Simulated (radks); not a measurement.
Question: Species: Hf3+. Configuration: [Xe] 4f14 5d1. Calculated with a radial shooting solver on a logarithmic mesh with Libxc functionals: Dirac Kohn-Sham, PBEsol, spin-unpolarised, spherical densities, point nucleus; open shells fill j = l - 1/2 first. Some entries of the table are withheld. Estimate them.

orbital,occ.,eigenvalue (hartree),r(max) (bohr),<r^2> (bohr^2)
1s1/2,2,(1),0.01190,0.0004952
2s1/2,2,-410.3706,0.06826,0.007585
2p1/2,2,-391.9858,0.05092,(2)
2p3/2,4,-348.2075,0.05755,(3)
3s1/2,2,-94.26008,0.1924,0.04970
3p1/2,2,-86.11211,0.1804,0.04573
3p3/2,4,-76.73130,0.1941,0.05240
3d3/2,4,-62.94029,0.1524,0.04081
3d5/2,6,-60.89382,0.1562,0.04265
4s1/2,2,-19.77571,0.4378,0.2478
4p1/2,2,(4),0.4383,0.2568
4p3/2,4,(5),0.4674,0.2935
4d3/2,4,-8.80819,0.4660,0.3246
4d5/2,6,-8.41463,0.4753,0.3388
5s1/2,2,-3.45508,1.016,1.439
5p1/2,2,-2.50393,1.097,(6)
5p3/2,4,-2.21065,1.183,(7)
4f5/2,6,-1.65215,0.4517,0.5725
4f7/2,8,-1.58787,0.4570,0.5951
5d3/2,1,-1.00788,1.551,4.206
5d5/2,0,-0.98202,1.591,4.410

Answer: 
(1) 1s1/2 eigenvalue (hartree): -2396.201
(2) 2p1/2 <r^2> (bohr^2): 0.005434
(3) 2p3/2 <r^2> (bohr^2): 0.006640
(4) 4p1/2 eigenvalue (hartree): -16.43951
(5) 4p3/2 eigenvalue (hartree): -14.29004
(6) 5p1/2 <r^2> (bohr^2): 1.778
(7) 5p3/2 <r^2> (bohr^2): 2.076
